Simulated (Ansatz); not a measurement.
Ansatz (a quantum-chemistry and plane-wave program) input (RI-MP2/def2-TZVPPD):
A basis named .json is the Basis Set Exchange file of that set.

Ansatz 0.2 input:
```yaml
crystal:
  periodic: [false, false, false]
  atoms:
    - {symbol: La, position_ang: [0.54756850, 0.07415752, 0.04164280]}
    - {symbol: Cl, position_ang: [-1.01611750, 1.37219974, -1.44442643]}
    - {symbol: Cl, position_ang: [-0.81984747, -1.62084554, 1.30480056]}
basis:
  gaussian:
    orbitals: def2-TZVPPD.json
    fitting: {mean_field: def2-universal-jkfit, correlation: def2-TZVPPD-RIFIT.json}
total_charge: 1
magnetization: {spin_polarized: false}
correlation: {method: mp2, electrons: outside_noble_gas}
```

End of the output:

```
integrals: 0.11 GiB planned
483 factors; integrals over basis functions are off by at most 1.4e0 eV
471 factors; integrals over basis functions are off by at most 7.9e-1 eV
mean field: 0.42 GiB planned
mean field evaluation 1: about -25849.7286 eV, gradient 4.0e1 eV
mean field evaluation 2: about -25853.2854 eV, gradient 2.4e1 eV
mean field evaluation 4: about -25854.5626 eV, gradient 6.6e-1 eV
mean field evaluation 8: about -25854.5655 eV, gradient 1.1e-6 eV
mean field -25854.56553690 eV, -950.1377586272 hartree, gradient 1.1e-6 eV, S^2 0.000000; 0 other end points of the search recorded, 0 dependent functions left out
14 core orbitals not correlated
reference -25854.56553690 eV, -950.1377586272 hartree; 8, 8 occupied and 139, 139 virtual orbitals, 471 factors
second order -11.43707965 eV of doubles, -0.00000000 eV of singles
Total energy: -25866.00261656 eV, -950.5580635522 hartree
```

The spin state was set by rule; other spins were not relaxed.
